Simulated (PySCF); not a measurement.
Delta-SCF ions had no search for a lower state. Excitations are Tamm–Dancoff values on a coarser integration grid. The basis has no diffuse functions, so Rydberg states are missing or too high.

## C4H7ClSi, SMILES `[SiH3]/C=C\C=C/Cl` (C–C–C–C torsion 180°) (charge 0, multiplicity 1)

Calculation: PySCF with CAM-B3LYP-D3(BJ)/def2-TZVP.

The HOMO comes out as -8.17 eV and the dipole moment is 0.54 D. The HOMO–LUMO gap is 7.64 eV. The LUMO is -0.53 eV and the S1 excitation (TDA) comes out as 5.51 eV. The S1 oscillator strength is 0.898, the brightest of the four lowest singlets (TDA) is 5.51 eV and the T1 excitation (TDA) comes out as 2.97 eV. The S1–T1 gap (TDA) is 2.54 eV and the vertical ionisation energy (Delta-SCF) comes out as 8.85 eV. The total energy is -906.2986 Ha and the cost is very roughly 7 core-minutes.

```xyz
13

Si     2.1704    -0.2111     0.3109
C      0.9061     0.8807    -0.5168
C     -0.4187     0.7141    -0.5082
C     -1.1056    -0.3717     0.1634
C     -2.4160    -0.5747     0.1944
Cl    -3.5804     0.4379    -0.5772
H      2.1631    -1.5761    -0.2628
H      1.9094    -0.3334     1.7632
H      3.5107     0.3796     0.1150
H      1.2828     1.7396    -1.0632
H     -1.0523     1.4221    -1.0308
H     -0.5055    -1.0995     0.6985
H     -2.8639    -1.4077     0.7137
```
Charge 0, spin multiplicity 1.
